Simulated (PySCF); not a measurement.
B2F3, SMILES [B](F)B(F)F (connectivity only; charge and spin as stated), charge +1, multiplicity 1. Atoms are numbered in the order given.

```xyz
5

F      0.0000     0.0000    -2.3041
B      0.0000     0.0000    -1.0792
B      0.0000     0.0000     0.6985
F      0.0000     1.1596     1.2578
F      0.0000    -1.1596     1.2578
```
Charge +1, spin multiplicity 1.

Geometry: ωB97X-D3(BJ)/def2-SVP. The multiplicity is an assumed one; other spin states were not compared. The isomer is the one that the SMILES or the coordinates give; other isomers of the formula were not compared. The values are those of a single conformer.

Two levels are set side by side: PBE/pcSseg-2 (PySCF) and PBE0/pcSseg-2 (PySCF). GIAO shifts against BF3 (¹¹B), CFCl3 (¹⁹F) at the same level; non-relativistic, no solvent, atoms listed together averaged. Differences are taken from unrounded values.

```csv
quantity,PBE0
δ(¹⁹F) of F1 (ppm),2.4
δ(¹¹B) of B2 (ppm),7.4
δ(¹¹B) of B3 (ppm),3.3
"δ(¹⁹F) of F4, F5 (ppm)",-23.0
```

What does PBE give, and how far is it from PBE0? (Estimate from the structure and the level; the computed values follow.)


```tsv
quantity	PBE	PBE minus PBE0
δ(¹⁹F) of F1 (ppm)	-17.0	-19.5
δ(¹¹B) of B2 (ppm)	3.9	-3.4
δ(¹¹B) of B3 (ppm)	2.4	-0.9
δ(¹⁹F) of F4, F5 (ppm)	-25.8	-2.9
```

Rough cost on one machine, each run with all the roots and properties that it gave: PBE0 against PBE within a factor of 2.
